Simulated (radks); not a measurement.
Results of a calculation; reference values are marked as such.
Er27+, 41 electrons, occupied as [Kr] 4d5 (the NIST ground configuration).

Code: a radial shooting solver on a logarithmic mesh with Libxc functionals. Model: Dirac Kohn-Sham, PBE, spin-unpolarised, spherical densities, finite nucleus; open shells fill j = l - 1/2 first; Fermi nuclear charge, rms radius 5.2516 fm.

Energy parts (Ry):
total: -25504.3940
kinetic: 28225.0481
electron-nucleus: -60204.1061
Hartree: 6961.0372
exchange-correlation: -486.3732

Orbitals (lengths in bohr, moments of r in powers of bohr; r(max) is where P^2 peaks; r(90%) holds 90 % of the orbital's charge):
| orbital | occ. | eigenvalue (Ry) | <r> | <r^2> | r(max) | r(90%) |
|---|---|---|---|---|---|---|
| 1s1/2 | 2 | -4278.972 | 0.02037 | 0.0005680 | 0.01286 | 0.0369 |
| 2s1/2 | 2 | -775.3363 | 0.08589 | 0.008775 | 0.07342 | 0.134 |
| 2p1/2 | 2 | -741.7820 | 0.07147 | 0.006329 | 0.05513 | 0.118 |
| 2p3/2 | 4 | -674.4106 | 0.07874 | 0.007547 | 0.06135 | 0.128 |
| 3s1/2 | 2 | -225.6515 | 0.2237 | 0.05727 | 0.2069 | 0.328 |
| 3p1/2 | 2 | -211.0304 | 0.2133 | 0.05292 | 0.1945 | 0.320 |
| 3p3/2 | 4 | -196.6881 | 0.2266 | 0.05949 | 0.2073 | 0.339 |
| 3d3/2 | 4 | -171.8332 | 0.1995 | 0.04668 | 0.1636 | 0.310 |
| 3d5/2 | 6 | -168.6914 | 0.2036 | 0.04849 | 0.1672 | 0.316 |
| 4s1/2 | 2 | -92.01131 | 0.4719 | 0.2504 | 0.4565 | 0.670 |
| 4p1/2 | 2 | -85.95005 | 0.4728 | 0.2530 | 0.4551 | 0.678 |
| 4p3/2 | 4 | -81.94327 | 0.4946 | 0.2765 | 0.4775 | 0.707 |
| 4d3/2 | 4 | -71.93847 | 0.4920 | 0.2769 | 0.4670 | 0.719 |
| 4d5/2 | 1 | -71.10467 | 0.4983 | 0.2838 | 0.4735 | 0.727 |
| 5s1/2 | 0 | -49.13545 | 0.8477 | 0.8012 | 0.8584 | 1.18 |
| 5p1/2 | 0 | -46.43350 | 0.8632 | 0.8339 | 0.8745 | 1.20 |
| 5p3/2 | 0 | -44.89718 | 0.8925 | 0.8911 | 0.9071 | 1.24 |

The highest occupied level is 4d5/2 at -967.43 eV. Summed over all electrons, <r^2> = 4.502 bohr^2, which gives a Langevin (diamagnetic) susceptibility term of -3.57 x 10^-6 cm^3/mol.
